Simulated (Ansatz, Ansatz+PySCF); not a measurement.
```yaml
atoms:
  - { symbol: F, position_ang: [0.0155, 0.0304, 0.0087] }
  - { symbol: H, position_ang: [2.3761, -0.3120, 0.5126] }
  - { symbol: F, position_ang: [2.8645, 0.3021, 0.0641] }
```

Basis set: def2-SVP (spherical functions). Left uncorrelated: 2 orbitals. Charge 0, multiplicity 2.

Computed with Ansatz (development build ahead of 0.2.0); each method stands on the lowest determinant of its kind that the runs found.

Task: Give the atomization energy at this shape (free ground-state atoms in the same class of orbitals less the molecule, no zero-point energy) of doublet HF2 by PBE0 (unrestricted), UHF-MP2, UHF.

Result:

| method | atomization energy |
| --- | --- |
| PBE0 (unrestricted) | 133.02 kcal/mol |
| UHF-MP2 | 133.27 kcal/mol |
| UHF | 94.91 kcal/mol |

Caution for PBE0 (unrestricted): charge can spread falsely over distant fragments.
